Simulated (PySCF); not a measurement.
Ge(Me)(OH)3 (CH6GeO3), SMILES [CH3][Ge]([OH])([OH])[OH]. Geometry optimised at B3LYP-D3(BJ)/def2-SVP. Other conformers were not sampled.

Computed equilibrium geometry at B3LYP-D3(BJ)/def2-SVP (PySCF confirms it by a frequency run) as Cartesian coordinates in Å, and its point group (one conformer of several):
point group C3.
```xyz
11

C      0.0000     0.0000    -1.9484
Ge     0.0000     0.0000    -0.0177
O     -0.8514    -1.4221     0.6393
O     -0.8059     1.4484     0.6393
O      1.6573    -0.0263     0.6393
H     -0.9900    -0.3039    -2.3170
H      0.2318     1.0093    -2.3170
H      0.7581    -0.7054    -2.3170
H     -0.3013    -1.8823     1.2881
H     -1.4794     1.2021     1.2881
H      1.7807     0.6802     1.2881
```
Charge 0, spin multiplicity 1.
